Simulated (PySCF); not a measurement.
Be(Br)(OH) (BeBrHO), SMILES [OH][Be][Br]. Geometry optimised at PBE0-D3(BJ)/def2-TZVP. The values are those of a single conformer.

The numbers are results of PBE0-D3(BJ)/def2-TZVP in PySCF, not measurements.

Harmonic wavenumbers (cm⁻¹): 246, 271, 425, 488, 1383, 4028. Rotational constants (GHz): 1152, 2.814, 2.807; symmetry number 1.

Task: Work out the zero-point energy and the ideal-gas rigid-rotor harmonic-oscillator thermochemistry at 298.15 K and 1 atm.

Result: ZPE = ½ Σ hcν = ½ × 6840 cm⁻¹ = 40.91 kJ/mol. H − E(el) = 54.71 kJ/mol. Entropy in J/(mol K): translation 166.90, rotation 88.27, vibration 20.65, total 275.82. G − E(el) = -27.52 kJ/mol. Cp = 59.62 J/(mol K).
